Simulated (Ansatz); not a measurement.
One geometry of C₂H₇AlN₂O (`[CH3][Al]([OH])[C](=N)N`), several functionals.

```yaml
crystal:
  periodic: [false, false, false]
  atoms:
    - {symbol: C, position_ang: [0.025475, -2.161637, 0.234873]}
    - {symbol: Al, position_ang: [0.550930, -0.337243, -0.187342]}
    - {symbol: O, position_ang: [2.019521, 0.116630, -0.913608]}
    - {symbol: C, position_ang: [-0.656204, 1.176313, 0.181537]}
    - {symbol: N, position_ang: [-1.840472, 0.988160, 0.647996]}
    - {symbol: N, position_ang: [-0.228903, 2.448588, -0.043517]}
    - {symbol: H, position_ang: [-0.846875, -2.465731, -0.352492]}
    - {symbol: H, position_ang: [0.823279, -2.881000, 0.034888]}
    - {symbol: H, position_ang: [-0.254291, -2.259878, 1.288287]}
    - {symbol: H, position_ang: [2.722495, -0.477080, -1.169859]}
    - {symbol: H, position_ang: [-2.022627, -0.000076, 0.798238]}
    - {symbol: H, position_ang: [0.619265, 2.614037, -0.551981]}
    - {symbol: H, position_ang: [-0.891292, 3.204217, 0.047681]}
basis:
  gaussian: {orbitals: def2-TZVPP}
hamiltonian: {xc: {name: BHLYP}, dispersion: d4}
output: {orbitals: {seedname: orbitals}}
```

```sh
$ ansatz run in.yaml --threads 4 --pin off --events-out ev --progress --plain
```

Shortened log:

```
Functional definition: BHLYP
1675 factors; their error is unknown
mean field evaluation 1: about -13799.7218 eV, gradient 8.4e1 eV
mean field evaluation 2: about -13796.7594 eV, gradient 9.2e1 eV
mean field evaluation 4: about -13812.8802 eV, gradient 3.9e0 eV
mean field evaluation 8: about -13812.9752 eV, gradient 4.7e-1 eV
mean field evaluation 16: about -13812.9755 eV, gradient 3.0e-5 eV
mean field -13812.97550283 eV, -507.6174869580 hartree, gradient 3.0e-5 eV, S^2 0.000000; 0 other end points of the search recorded, 0 dependent functions left out
reference -13812.97570024 eV, -507.6174942125 hartree; 27, 27 occupied and 268, 268 virtual orbitals, 1675 factors
Total energy: -13813.28835433 eV, -507.6289840386 hartree
```

Run time 4.2 s (4 threads of a server CPU on a shared host); peak host memory 0.82 GiB.

The same input with `hamiltonian: {xc: lda}` (abridged; 1.7 s):

```
Functional definition: SPW92
mean field evaluation 16: about -13729.4187 eV, gradient 1.8e-3 eV
mean field -13729.41871624 eV, -504.5468316875 hartree, gradient 8.3e-5 eV, S^2 0.000000
Total energy: -13729.41876054 eV, -504.5468333155 hartree
```

Changing it to `hamiltonian: {xc: pbe0, dispersion: d4}` (abridged; 4.2 s):

```
Functional definition: PBE0
mean field evaluation 16: about -13805.6998 eV, gradient 2.6e-4 eV
mean field -13805.69977578 eV, -507.3501089204 hartree, gradient 4.1e-5 eV, S^2 0.000000
Total energy: -13805.91718512 eV, -507.3580985663 hartree
```

With the line `hamiltonian: {xc: {name: PBE-QIDH}}` (abridged; 9 s):

```
Functional definition: PBE-QIDH
mean field evaluation 16: about -13791.3428 eV, gradient 6.0e-4 eV
mean field -13791.34278402 eV, -506.8224992047 hartree, gradient 2.8e-6 eV, S^2 0.000000
10 core orbitals not correlated: weight in the atoms' cores, before any rotation towards them, 1.000 or more for the frozen orbitals, at most 0.000 for the correlated occupied ones
second order -32.71017554 eV of doubles, -0.00000000 eV of singles
Total energy: -13802.24618958 eV, -507.2231919686 hartree
```

Changing it to `hamiltonian: {xc: {name: wB97X-V}}` (abridged; 11 s):

```
Functional definition: wB97X-V
mean field evaluation 16: about -13813.6871 eV, gradient 1.8e-4 eV
mean field -13813.68713375 eV, -507.6436389119 hartree, gradient 4.8e-5 eV, S^2 0.000000
Total energy: -13813.68713148 eV, -507.6436388283 hartree
```

Changing it to `hamiltonian: {xc: {name: revPBE}, dispersion: d4}` (abridged; 2.8 s):

```
Functional definition: revPBE
mean field evaluation 16: about -13813.4458 eV, gradient 8.0e-4 eV
mean field -13813.44576251 eV, -507.6347686826 hartree, gradient 2.1e-5 eV, S^2 0.000000
Total energy: -13814.20667614 eV, -507.6627317425 hartree
```
